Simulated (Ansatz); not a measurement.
Start from `CBC(O)F` and change one atom or group to get `C[Se]C(O)F`.

Ansatz, PBE0-D4/def2-TZVP geometries, multiplicity 1. Each molecule was computed in one conformer, which needn't be the lowest.

Scalar relativity is left out up to krypton. Spin–orbit coupling is left out; it splits and shifts lone-pair levels of the heavy atoms by tenths of an eV.

```json
{"property": "LUMO energy (B3LYP/def2-TZVPP) / eV", "`CBC(O)F`": "-1.54"}
{"property": "LUMO energy (PBE0/def2-TZVPP) / eV", "`CBC(O)F`": "-1.30"}
{"property": "size of the dipole moment (ωB97M-V/def2-TZVPP) / D", "`CBC(O)F`": "2.16"}
{"property": "LUMO energy (PBE/def2-TZVPP) / eV", "`CBC(O)F`": "-2.33"}
{"property": "HOMO energy (B3LYP/def2-TZVPP) / eV", "`CBC(O)F`": "-8.31"}
{"property": "HOMO–LUMO gap (ωB97M-V/def2-TZVPP) / eV", "`CBC(O)F`": "11.56"}
```

Problem. Give the same properties after the change, and the shifts. (Estimate.)

Solution. The calculation gave: 
```tsv
property	`C[Se]C(O)F`	shift
LUMO energy (B3LYP/def2-TZVPP) / eV	-0.19	1.35
LUMO energy (PBE0/def2-TZVPP) / eV	0.09	1.39
size of the dipole moment (ωB97M-V/def2-TZVPP) / D	3.06	0.90
LUMO energy (PBE/def2-TZVPP) / eV	-0.83	1.50
HOMO energy (B3LYP/def2-TZVPP) / eV	-6.22	2.09
HOMO–LUMO gap (ωB97M-V/def2-TZVPP) / eV	10.58	-0.98
```

With PBE0 the HOMO rises by 2.06 eV and the LUMO rises by 1.39 eV, so the gap narrows by about 0.67 eV. PBE moves the HOMO by 1.67 eV and ωB97M-V by 2.22 eV. Dipoles are sizes alone; their direction can turn.

B3LYP here is the variant with VWN-RPA as its local correlation; programs differ in this.
